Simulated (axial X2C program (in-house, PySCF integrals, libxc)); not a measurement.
LiAu⁺: from Re and ωe to a spectrum

A bond curve at the CCSD(T) level, with spin–orbit coupling, was computed with an in-house relativistic program for diatomic molecules (basis Au dyall-cv3z [13s14p9d6f4g], Li dyall-cv3z [7s8p2d] (cores contracted in-house)) for the state Ω = 1/2 (⟨Sz⟩ = 0.50, ⟨Lz⟩ = 0.00 at HF). Its fit gives Re = 2.6170 Å, ωe = 262.9 cm⁻¹, ωexe = 3.71 cm⁻¹ and αe = 6.873e-03 cm⁻¹; the masses are 196.9666 and 7.0160 u. Two-component means X2C with spin–orbit coupling and atomic mean-field Coulomb and Gaunt terms.

Correlated methods: 11 electrons correlated (number of frozen shells: Au 5 s, 4 p, 2 d, 1 f; Li 1 s), 263 virtual spin orbitals or spinors in MP2, 90 natural virtuals in coupled cluster.

Task: Find the reduced mass, Be and the force constant.

Result: From the CCSD(T) values: μ = 6.7747 u. Be = 16.8576/(μ Re²) = 0.3633 cm⁻¹. k = 5.8918×10⁻⁷ μ ωe² = 0.276 mdyn/Å.

Task: Where do the fundamental and the first overtone lie?

Result: ν(1←0) = ωe − 2ωexe = 255.5 cm⁻¹; ν(2←0) = 2ωe − 6ωexe = 503.5 cm⁻¹.

Task: Estimate De from a Morse curve and compare with the computed well depth of 0.587 eV to Au + Li+.

Result: De(Morse) = ωe²/(4ωexe) = 0.577 eV against 0.587 eV computed, a ratio of 0.98. For De the Morse form works well here.

Task: A Morse curve ties αe to the other constants (Pekeris). How well does that hold?

Result: αe(Morse) = 6Be²/ωe × (√(ωexe/Be) − 1) = 6.614e-03 cm⁻¹; the CCSD(T) curve gives 6.873e-03 cm⁻¹, a ratio of 0.96.

Task: Estimate the centrifugal constant by the Kratzer relation.

Result: D = 4Be³/ωe² = 2.78e-06 cm⁻¹.

The state is a single determinant with fixed occupations, the lowest that a limited PBE0 search found. De is counted from the lowest determinant-based energies of the atoms at the same level, without counterpoise correction. CCSD and (T) use frozen natural virtuals with an MP2 correction for the truncation; (T) itself is uncorrected, so its De runs slightly low.
